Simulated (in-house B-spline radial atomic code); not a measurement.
# Solving the quasi-particle equation for 3s up of Al2+

Configuration [Ne] 3s1, highest spin, start Hartree-Fock. Computed with a B-spline radial code for spherical atoms: all electrons, non-relativistic, point nucleus, each spin shell either full or empty, empty states to l = 9 with an (l + 1/2)⁻⁴ tail; G0W0 by contour deformation at full frequency.

RPA overbinds a lone outer s electron by self-correlation, and G0W0 tends to as well.

At the mean-field level ε = -28.062 eV the matrix elements are Σx = -12.915 eV, v_xc = -12.915 eV and Σc(ε) = -0.883 eV, and the slope of the correlation self-energy is dΣc/dω = -0.0240. The quasi-particle energy solves E = ε + Σx − v_xc + Σc(E).

**Question.** What does the linearised equation give?

**Answer.** Z = 1/(1 − dΣc/dω) = 1/1.0240 = 0.9766. The first-order shift is Σx − v_xc + Σc(ε) = -12.915 − (-12.915) + (-0.883) = -0.883 eV, so E ≈ ε + Z × shift = -28.062 + 0.9766 × (-0.883) = -28.924 eV.

**Question.** How does that compare with the full solution and with static screening?

**Answer.** Solving the equation at full frequency dependence gives E = -28.925 eV, where Σc = -0.863 eV and the weight is 0.977; the linearised value is off by 0 meV. Leaving Z out would give -28.945 eV. Static COHSEX puts -1.747 eV in place of Σc and gives -29.809 eV, 0.88 eV deeper. The tabulated removal energy is 28.448 eV (NIST, measured); the run leaves out relativity, Breit and QED terms.
